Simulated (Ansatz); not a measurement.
```yaml
atoms:
  - { symbol: O, position_ang: [0.0000, 0.9058, -0.7725] }
  - { symbol: H, position_ang: [0.0000, 1.7222, -0.1184] }
  - { symbol: Cl, position_ang: [0.0000, -0.5276, 0.3705] }
```

Basis set: def2-TZVP (spherical functions). Left uncorrelated: 6 orbitals. Charge 0, multiplicity 1.

Computed with Ansatz (development build ahead of 0.2.0); each method stands on the lowest determinant of its kind that the runs found. Restricted open shells among the atoms or ions are ROHF, correlated in semicanonical orbitals with singles.

The atomization energy at this shape (free ground-state atoms in the same class of orbitals less the molecule, no zero-point energy) of singlet HClO:

| method | atomization energy |
| --- | --- |
| RHF | 3.07 eV |

Task: What does RHF-MP2 give?

Result: 6.64 eV. Caution: the shape is not the minimum.
